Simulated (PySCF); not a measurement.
Spin states and ions at one geometry of [OsO2F2]2+

PySCF 2.14.0, RKS PBE, Os def2-SVP with ECP60, O def2-SVP, F def2-SVP; non-relativistic Hamiltonian with scalar-relativistic core potentials where named; density fitting; no spin-orbit coupling; singlets restricted, open shells unrestricted. The geometry is relaxed for charge +2, singlet, vacuum:

```xyz
5

Os    0.0000    0.0000   -0.0525
O     0.9361    0.9361    0.9623
O    -0.9361   -0.9361    0.9623
F     1.0883   -1.0883   -0.9687
F    -1.0883    1.0883   -0.9687
```

Energies count from the relaxed state; an electron taken off or put on is at rest in vacuum. Charges and spins are Mulliken's.

Q: Order these states by energy, lowest first.
A. charge +1, doublet, vacuum
B. charge +3, doublet, vacuum
C. charge +2, singlet, vacuum
D. charge +2, triplet, vacuum

A: A (-16.82 eV), C (0.00 eV), D (2.79 eV), B (27.76 eV).

Q: How do charge and spin on the first atom follow?

A: 
```tsv
state	spin squared	charge on Os1 (e)	spin on Os1 (e)	dipole about the centre of mass (D)
charge +2, singlet, vacuum	0.00	1.71	0.00	0.15
charge +2, triplet, vacuum	2.01	1.64	0.43	1.02
charge +3, doublet, vacuum	0.80	1.89	-0.21	1.51
charge +1, doublet, vacuum	0.75	1.45	0.56	0.45
```

With an electron taken off (doublet) the charges change, summed by element, by Os +0.17 e, O +0.52 e, F +0.31 e. The vertical ionisation energy is 27.76 eV, against −ε(HOMO) = 23.96 eV of the relaxed state. The level lies 3.8 eV too high, as is usual for semilocal functionals and global hybrids, which keep a self-interaction error.

With an electron put on (doublet) the charges change, summed by element, by Os -0.26 e, O -0.44 e, F -0.30 e. The vertical electron affinity is 16.82 eV, against −ε(LUMO) = 20.70 eV of the relaxed state.

Open shells may have lower solutions than those found.
